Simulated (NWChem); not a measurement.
The numbers come from NWChem runs, not from measurements. System: HP, charge 0, spin multiplicity 3, at a geometry optimised with UPBE/def2-SVP. The structure started from a generated list of species. Its SCF solution wasn't tested for a lower state. Level: UMP2/def2-QZVP, 5 core orbitals frozen.

Input file:

```
start mol
memory heap 200 mb stack 900 mb global 1100 mb
geometry units angstroms nocenter noautoz
  P      0.000000     0.000000     0.090693
  H      0.000000     0.000000    -1.360390
  symmetry group C2v
end
basis spherical
  * library def2-qzvp
end
scf
  uhf
  nopen 2
  maxiter 100
  thresh 1e-7
  semidirect memsize 60000000 filesize 0
  # guess.movecs holds the orbitals of an unrestricted PBE0 run
  vectors input guess.movecs output mol.movecs
end
mp2
  freeze core 5
end
task mp2 energy
```

NWChem printed:

```
             Northwest Computational Chemistry Package (NWChem) 7.3.0
             --------------------------------------------------------

                                NWChem Input Module
                                -------------------

 Scaling coordinates for geometry "geometry" by  1.889725989
 (inverse scale =  0.529177249)

 Turning off AUTOSYM since
 SYMMETRY directive was detected!

                             Geometry "geometry" -> ""
                             -------------------------

 Output coordinates in angstroms (scale by  1.889725989 to convert to a.u.)

  No.       Tag          Charge          X              Y              Z
 ---- ---------------- ---------- -------------- -------------- --------------
    1 P                   15.0000     0.00000000     0.00000000     0.09069300
    2 H                    1.0000     0.00000000     0.00000000    -1.36039000

 Effective nuclear repulsion energy (a.u.)       5.4701617585

            Nuclear Dipole moment (a.u.)
            ----------------------------
        X                 Y               Z
 ---------------- ---------------- ----------------
     0.0000000000     0.0000000000     0.0000094486

      Symmetry information
      --------------------

 Group name             C2v
 Group number             16
 Group order               4
 No. of unique centers     2

      Symmetry unique atoms

     1    2


 Summary of "ao basis" -> "" (spherical)
 ------------------------------------------------------------------------------
       Tag                 Description            Shells   Functions and Types
 ---------------- ------------------------------  ------  ---------------------
 *                         def2-qzvp                  on all atoms

 Summary of "ao basis" -> "ao basis" (spherical)
 ------------------------------------------------------------------------------
       Tag                 Description            Shells   Functions and Types
 ---------------- ------------------------------  ------  ---------------------
 P                         def2-qzvp                22       70   9s6p4d2f1g
 H                         def2-qzvp                10       30   4s3p2d1f

                                 NWChem SCF Module
                                 -----------------

  ao basis        = "ao basis"
  functions       =   100
  atoms           =     2
  alpha electrons =     9
  beta  electrons =     7
  charge          =   0.00
  wavefunction    = UHF
  use symmetry    = T
  symmetry adapt  = T

 Summary of "ao basis" -> "ao basis" (spherical)
 ------------------------------------------------------------------------------
       Tag                 Description            Shells   Functions and Types
 ---------------- ------------------------------  ------  ---------------------
 P                         def2-qzvp                22       70   9s6p4d2f1g
 H                         def2-qzvp                10       30   4s3p2d1f

      Symmetry analysis of basis
      --------------------------

        a1         43
        a2         11
        b1         23
        b2         23

 Forming initial guess at       0.1s

   Symmetry analysis of molecular orbitals - initial alpha
   -------------------------------------------------------

  Numbering of irreducible representations:

     1 a1          2 a2          3 b1          4 b2

  Orbital symmetries:

     1 a1          2 a1          3 b2          4 b1          5 a1
     6 a1          7 a1          8 b1          9 b2         10 a1
[...]
 -----------   ------   -------------------------------------------------------
    1 P   15     8.53   0.83  0.01  0.13  0.17  0.54  0.29  0.20  0.58  0.21  2.83 -0.01  0.24  0.77  1.26  0.42  0.00  0.01  0.02  0.02  0.00  0.00  0.00
    2 H    1     0.47   0.05  0.15  0.21  0.04  0.00  0.01  0.01  0.00  0.00  0.00

   Mulliken analysis of the beta density
   -------------------------------------

    Atom       Charge   Shell Charges
 -----------   ------   -------------------------------------------------------
    1 P   15     6.46   0.83  0.01  0.13  0.17  0.54  0.29  0.21  0.51  0.22  2.79  0.00  0.22  0.19  0.25  0.07  0.00  0.01  0.01  0.01  0.00  0.00  0.00
    2 H    1     0.54   0.06  0.17  0.26  0.05  0.00  0.00  0.01  0.00  0.00  0.00

   Mulliken analysis of the spin density
   -------------------------------------

    Atom       Charge   Shell Charges
 -----------   ------   -------------------------------------------------------
    1 P   15     2.07   0.00 -0.00 -0.00  0.00  0.00 -0.01 -0.00  0.07 -0.01  0.04 -0.01  0.02  0.58  1.02  0.35  0.00  0.00  0.01  0.01 -0.00 -0.00 -0.00
    2 H    1    -0.07  -0.00 -0.02 -0.05 -0.01  0.00  0.00  0.01  0.00  0.00  0.00

       Multipole analysis of the density wrt the origin
       ------------------------------------------------

     L   x y z        total         alpha         beta         nuclear
     -   - - -        -----         -----         ----         -------
     0   0 0 0     -0.000000     -9.000000     -7.000000     16.000000

     1   1 0 0     -0.000000      0.000000     -0.000000      0.000000
     1   0 1 0      0.000000      0.000000      0.000000      0.000000
     1   0 0 1     -0.188548     -0.104426     -0.084131      0.000009

     2   2 0 0    -10.706687     -8.039289     -2.667398      0.000000
     2   1 1 0     -0.000000     -0.000000     -0.000000      0.000000
     2   1 0 1     -0.000000     -0.000000     -0.000000      0.000000
     2   0 2 0    -10.706687     -8.039289     -2.667398      0.000000
     2   0 1 1     -0.000000     -0.000000     -0.000000      0.000000
     2   0 0 2    -10.525657     -9.651866     -7.923213      7.049421

                   NWChem MP2 Semi-direct Energy/Gradient Module
                   ---------------------------------------------

  Basis functions       =    100
  Molecular orbitals    =    100
  Frozen core           =      5
  Frozen virtuals       =      0
  Active alpha occupied =      4
  Active beta occupied  =      2
  Active alpha virtual  =     91
  Active beta virtual   =     93
  Use MO symmetry       = T
  Use skeleton AO sym   = T

  AO/Fock/Back tols     =   1.0D-09  1.0D-09  1.0D-09

 GA uses MA = F    GA memory limited = T

 Available:
  local mem=  1.26D+08
 global mem=  1.44D+08
 local disk=  0.00D+00
  mp2_memr nvloc                    91
  nvloc new                    91
   1 passes of   4:        7340032                      50473                   6267057.
   1 passes of   4: M    126151077           G      144159200           F     118811045.

 Semi-direct pass number   1 of   1  for UHF alpha       at        1.7s
  vrange nnbf                  5050
  mp2_eaftype                    23  avail_ma_in_mb                  1099
 EAF : mp2_eaftype filesize          23    3133528.
  mp2_eaf for mointskh                     23
Node 0 wrote     14.7 Mb in      0.0 s     Agg I/O rate:  3424.2 Mb/s
 Done moints_semi at        4.0s
  mp2_eaftype                    23  avail_ma_in_mb                  1076
 EAF : mp2_eaftype filesize          23    3133528.
  mp2_eaf for kh                    23
 Done maket at        4.1s
 Done multipass loop at        4.1s

 GA uses MA = F    GA memory limited = T

 Available:
  local mem=  1.26D+08
 global mem=  1.44D+08
 local disk=  0.00D+00
  mp2_memr nvloc                    93
  nvloc new                    93
   1 passes of   2:        7340032                      35767                   3210797.
   1 passes of   2: M    126151077           G      144159200           F     118811045.

 Semi-direct pass number   1 of   1  for UHF beta        at        4.1s
  vrange nnbf                  5050
  mp2_eaftype                    12  avail_ma_in_mb                  1099
 EAF : mp2_eaftype filesize          12    1605398.
  mp2_eaf for mointskh                     12
Node 0 wrote      7.5 Mb in      0.0 s     Agg I/O rate:  3601.1 Mb/s
 Done moints_semi at        6.1s
  mp2_eaftype                    12  avail_ma_in_mb                  1087
 EAF : mp2_eaftype filesize          12    1605398.
  mp2_eaf for kh                    12
 Done maket at        6.2s
 Done multipass loop at        6.2s

          -------------------------------------------
          SCF energy                -341.301495894421
          Correlation energy          -0.114818907208
          Singlet pairs                0.000000000000
          Triplet pairs                0.000000000000
          Total MP2 energy          -341.416314801629
          -------------------------------------------

          ---------------------------------------------------
                    Spin Component Scaled (SCS) MP2
          Same spin pairs                     -0.023156484562
          Same spin scaling factor             0.333333333333
          Opposite spin pairs                 -0.091662422647
          Opposite spin scaling fact.          1.200000000000
          SCS-MP2 correlation energy          -0.117713735363
          Total SCS-MP2 energy              -341.419209629784
          ---------------------------------------------------

 -----------------------
 Performance information
 -----------------------

 Timer overhead =  1.53D-07 seconds/call

               Nr. of calls         CPU time (s)                 Wall time (s)                GFlops
             ---------------    -------------------     ------------------------------   -------------------
Name         Min   Avg   Max    Min     Avg     Max     Min     Avg     Max   Mx/calls   Min     Max     Sum
mp2: moin     2     2     2    4.3     4.3     4.3      4.3     4.3     4.3     2.2      0.0     0.0     0.0
mp2: make     2     2     2   4.73E-2 4.73E-2 4.73E-2  4.73E-2 4.73E-2 4.73E-2 2.37E-2   0.0     0.0     0.0
mp2: tota     1     1     1    4.5     4.5     4.5      4.5     4.5     4.5     4.5      0.0     0.0     0.0

 The average no. of pstat calls per process was 5.00D+00
 with a timing overhead of 7.63D-07s

 Task  times  cpu:        6.1s     wall:        6.1s

 Total times  cpu:        6.2s     wall:        6.2s
```
